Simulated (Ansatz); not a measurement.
Geometry optimisation, RKS BHLYP-D4/def2-SVP in Ansatz 0.2.0.

input.yaml

```yaml
crystal:
  periodic: [false, false, false]
  atoms:
    - { symbol: O, position_ang: [0.4243, 0.6023, -1.4578] }
    - { symbol: Si, position_ang: [0.4656, 0.062, 0.1416] }
    - { symbol: O, position_ang: [2.0609, 0.1528, 0.676] }
    - { symbol: S, position_ang: [-0.1302, -1.9621, 0.2076] }
    - { symbol: Te, position_ang: [-0.9696, 1.4515, 1.5949] }
    - { symbol: H, position_ang: [-0.589, 0.6322, -1.6927] }
    - { symbol: H, position_ang: [2.6298, -0.4088, 0.0573] }
    - { symbol: H, position_ang: [0.90228, -2.30887, -0.73774] }
    - { symbol: H, position_ang: [-2.3575, 1.0259, 0.7173] }
basis:
  gaussian: { orbitals: def2-SVP }
hamiltonian:
  xc: { name: BHLYP }
  dispersion: d4
relax:
  f_tol: 0.015
  max_steps: 40
output:
  orbitals: {}
```

Command:

```bash
$ ansatz run input.yaml --threads 2 --pin off --max-ram 3072MiB --backend cpu --events-out ev --progress --plain --runs-dir out
```

**Question.** Where does it end, and by what steps?

**Answer.** It converged. After 26 steps the energy has fallen by 0.633 eV; H7 moved furthest, 0.82 Å.

```tsv
step	energy less start (eV)	largest force component (eV/Å)	accepted
0	0.0000	3.532	yes
1	-0.3972	1.479	yes
2	-0.5015	0.992	yes
3	-0.5834	0.292	yes
4	-0.5971	0.275	yes
5	-0.6040	0.168	yes
6	-0.6131	0.093	yes
7	-0.6133	0.099	yes
8	-0.6185	0.402	yes
9	-0.5028	2.251	no
10	-0.6241	0.162	yes
11	-0.6252	0.163	yes
12	-0.6268	0.133	yes
13	-0.6280	0.121	yes
14	-0.6289	0.180	yes
15	-0.6247	0.385	no
16	-0.6310	0.083	yes
17	-0.6317	0.041	yes
18	-0.6301	0.130	no
19	-0.6321	0.035	yes
20	-0.6322	0.065	yes
21	-0.6321	0.127	no
22	-0.6325	0.017	yes
23	-0.6326	0.042	yes
24	-0.6326	0.019	yes
25	-0.6326	0.016	yes
26	-0.6326	0.005	yes
```

```xyz
9
Properties=species:S:1:pos:R:3
O 0.603 0.458 -1.442
Si 0.493 -0.046 0.121
O 2.031 0.027 0.679
S -0.360 -1.994 0.235
Te -0.878 1.409 1.611
H -0.191 0.616 -1.945
H 2.679 0.405 0.088
H 0.352 -2.484 -0.794
H -2.292 0.855 0.953
```

Whether the end is a true minimum wasn't checked by a vibrational analysis.

Run time: 3.7 min on 2 threads of Intel(R) Xeon(R) Processor @ 2.50GHz (Skylake/Cascade Lake), on a shared host, peak memory 0.3 GiB.
